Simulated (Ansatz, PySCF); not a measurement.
System: NaO (charge 0, doublet). 
Coordinates optimised at B3LYP-D3(BJ)/def2-TZVP (Ansatz, a first-principles code):
```xyz
2

Na     0.0000     0.0000    -0.8640
O      0.0000     0.0000     1.1879
```
Charge 0, spin multiplicity 2.

Total electronic energies in hartree. Cores are frozen in the correlated levels unless marked. UHF or UKS for open shells. No spin-orbit coupling. No relativistic terms. CBS(X,Y): correlation extrapolated as X^-3; Hartree-Fock from the larger set. The bracket is a focal-point correction in the basis named.

| level | program | energy (Eh) |
|---|---|---|
| HF/6-31G* | Ansatz | -236.64958 |
| HF/def2-QZVPP | Ansatz | -236.70995 |
| PBE/def2-TZVPD | Ansatz | -237.27863 |
| revPBE-D4/def2-TZVPD | Ansatz + dftd4 | -237.41206 |
| M06-L-D4/def2-TZVPD | PySCF + dftd4 | -237.45667 |
| B97M-V/def2-TZVPD | Ansatz | -237.41008 |
| PBE0/STO-3G | Ansatz | -234.13444 |
| PBE0-D3(BJ)/def2-TZVPD | Ansatz + dftd3 | -237.29071 |
| PBE0/def2-TZVPD | Ansatz | -237.29037 |
| PBE0/def2-QZVPP | Ansatz | -237.30004 |
| TPSSh-D3(BJ)/def2-TZVPD | PySCF + dftd3 | -237.48036 |
| r2SCAN0/def2-TZVPD | Ansatz | -237.38909 |
| M06-2X/def2-TZVPD | PySCF | [?] |
| MN15/def2-TZVPD | PySCF | -237.31478 |
| B2GP-PLYP/def2-TZVPD | Ansatz | -237.25730 |
| MP2/STO-3G | Ansatz | -233.60857 |
| MP2/6-31G* | Ansatz | -236.80002 |
| SCS-MP2/6-31G* | Ansatz | -236.79606 |
| SCS-MP2/def2-SVP | Ansatz | -236.68800 |
| CCSD/def2-TZVPP | Ansatz | -236.91355 |
| CCSD(T)/def2-QZVPPD | Ansatz | -236.95215 |
| RI-MP2/CBS(def2-TZVPP,def2-QZVPP)+[CCSD(T)-MP2]/def2-QZVPP | Ansatz | -236.9659 |
| CCSD(T)/CBS(def2-TZVPPD,def2-QZVPPD) | Ansatz | -236.9645 |

Complete the blanks.


- M06-2X/def2-TZVPD, energy (Eh): -237.41549
